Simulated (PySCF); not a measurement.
InCl: frontier orbitals

r²SCAN at R = 2.423 Å; PySCF, scalar-relativistic core potentials, basis sets In def2-TZVPPD with ECP28, Cl def2-TZVPPD. State: ¹Σ⁺ (singlet), closed shell. Only the outer orbitals are listed, counted within each symmetry, core potentials removing the inner ones.

```
orbital  occ.  ε (eV)  on In (%)            main shells (%)
     8σ     2   -9.78         55           54 In s, 42 Cl p
     4π     2   -7.31          4                    96 Cl p
     4π     2   -7.31          4                    96 Cl p
     9σ     2   -6.63         58  42 Cl p, 40 In s, 16 In p
     5π     0   -2.30         97                    97 In p
     5π     0   -2.30         97                    97 In p
    10σ     0   -0.18        110            98 In p, 9 Cl p
```

**Question.** Which are the highest filled and the lowest empty level, where do they sit, and how wide is the gap?

**Answer.** Highest filled 9σ at -6.63 eV (in %: 42 Cl p, 40 In s, 16 In p); lowest empty 5π at -2.30 eV (in %: 97 In p); the gap at r²SCAN is 4.33 eV.

```
bond order (Mayer)                               : 0.80
⟨S²⟩                                             : 0.000
charge on In (Mulliken, basis-dependent)         : 0.55
charge on In (Löwdin, basis-dependent)           : 0.36
dipole moment (positive dipole means In(−)Cl(+)) : -3.47 D
```

Shares are Mulliken populations and can fall outside 0 to 100 %.

Spin–orbit coupling is left out.
